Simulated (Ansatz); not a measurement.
Reactions of ClH3S2Si, SMILES `S[SiH](S)Cl`.

Isolated molecules relaxed with PBE0-D4/def2-TZVP in Ansatz; ΔE leaves out vibrations. CBS: MP2 limit from def2 TZ/QZ plus the TZ coupled-cluster correction, frozen cores. This one scheme is used for every species, atoms too. No spin–orbit coupling; open shells (•) take unrestricted orbitals. Spin–orbit coupling would lower the free atoms: a little for Cl, S, Si. One conformer a species, not always the lowest.

Task: Order these by ΔE at CCSD(T)/CBS, lowest first. (Estimate.)
A. `S[SiH](S)Cl` → `SS[SiH2]Cl`
B. `S[SiH](S)Cl` + HCl → `S[SiH](Cl)Cl` + H₂S
C. `S[SiH](S)Cl` + `C=C(O)S` → `S[SiH2]Cl` + `C=C(O)SS`
D. `S[SiH](S)Cl` → HCl + `S[Si]S`
E. `S[SiH](S)Cl` → Cl• + 3 H• + 2 S• + Si•
F. `S[SiH](S)Cl` + `COCC(=N)O` → `CO[SiH](S)Cl` + `N=C(O)CS`
G. `S[SiH](S)Cl` + CH₃OH → `CO[SiH](S)Cl` + H₂S
H. `S[SiH](S)Cl` + `BO[SiH2]SC` → `BO[SiH](S)Cl` + `CS[SiH2]S`

Result: F (-66.7 kJ/mol), G (-46.9 kJ/mol), B (-36.3 kJ/mol), H (-9.5 kJ/mol), C (+86.4 kJ/mol), A (+101.5 kJ/mol), D (+222.4 kJ/mol), E (+2126.8 kJ/mol).

Largest T1 diagnostic: 0.015, for `S[Si]S`.
